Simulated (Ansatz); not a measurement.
A made-up structure of B2H2O2, closed shell:

O1  (0.181, -1.208, -0.167)
B2  (0.132, -2.405, -0.057)
B3  (0.238, 0.479, -0.309)
O4  (-0.464, 1.285, 0.506)
H5  (0.909, 1.009, -1.143)
H6  (-0.997, 0.839, 1.170)
(Å)

It is relaxed with PBE-D4/def2-SVP and then PBE0-D4/def2-TZVP (Ansatz 0.2.0). Atoms count as bonded within 1.22 times the sum of their covalent radii (H–H: 0.88 Å). The end point is not checked to be a true minimum.

Does its bonding change? (Judge from chemistry; the calculation decides.)

Computed: No: no bond forms or breaks.

Where it ends: The first stage lowers the energy by 1.12 eV in 8 steps. It ends as B₂H₂O₂ ([B][O][BH][OH]):
| atom | x (Å) | y (Å) | z (Å) |
| --- | --- | --- | --- |
| O1 | 0.0675 | -0.9865 | -0.0391 |
| B2 | 0.2666 | -2.2435 | -0.2261 |
| B3 | 0.2091 | 0.3784 | -0.2693 |
| O4 | -0.4565 | 1.2483 | 0.4985 |
| H5 | 0.9166 | 0.7630 | -1.1420 |
| H6 | -1.0035 | 0.8403 | 1.1780 |

Labels in which every atom is bracketed show which atoms are joined, not bond orders.

For scale, one of the runs: PBE0-D4/def2-TZVP relaxation, 136 basis functions, launched by `ansatz run in.yaml --threads 2 --pin off --events-out ev --progress --plain --max-ram 4352MiB`. Hardware: 2 CPU threads of an Arm Neoverse V2, shared host. Wall time about 17 s.
